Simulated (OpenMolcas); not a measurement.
**Computed levels of As-**

```
Program             : OpenMolcas 26.06
Method              : CASSCF
Basis               : ANO-RCC-VTZP [6s5p3d1f]
Scalar Hamiltonian  : DKH2, point nucleus
Active space        : 6 electrons in 4 orbitals (4s 4p)
State averaging     : 2S+1 = 3 even, 3 roots; 2S+1 = 1 even, 6 roots kept (CI in the orbitals of an earlier block); 2S+1 = 3 odd, 3 roots (0 in the spin-orbit step)
Spin-orbit coupling : RASSI with atomic mean-field integrals over the reference wave functions, term energies averaged over their components
```

With spin-orbit coupling, above the lowest level:

| Configuration | Term | J | E (cm⁻¹) | g | Term weight % |
| --- | --- | --- | --- | --- | --- |
| 4s² 4p⁴ | ³P | 2 | 0.0 | 1.498 | 99 |
| 4s² 4p⁴ | ³P | 1 | 1020 | 1.501 | 100 |
| 4s² 4p⁴ | ³P | 0 | 1384 |  | 99 |

Spin-orbit coupling puts the lowest level 536 cm⁻¹ below the lowest spin-free term.

For ³P the intervals divided by the larger J are -364.6, -509.8 cm-1. Landé's interval rule makes them equal in pure LS coupling; they differ by 33 % of their mean. The multiplet is inverted.

Some high roots are left out of the spin-orbit mixing, which shifts the levels that they would mix with. Without dynamic correlation excited terms often stand tens of per cent too high (terms of higher spin than the ground term too low), and those without a measured partner can miss by more than the paired ones. No diffuse functions were added, so excited terms of the anion can stand markedly too high. Only configurations of the active space appear. The first state left out of the spin-orbit step lies near 76000 cm-1 above the lowest spin-free state of the reference (among the parities and spins computed), and the list stops at four fifths of that energy or lower. Levels above the detachment limit are left out.

The term weight is that of the spin-free term in the level, not the purity of its configuration.
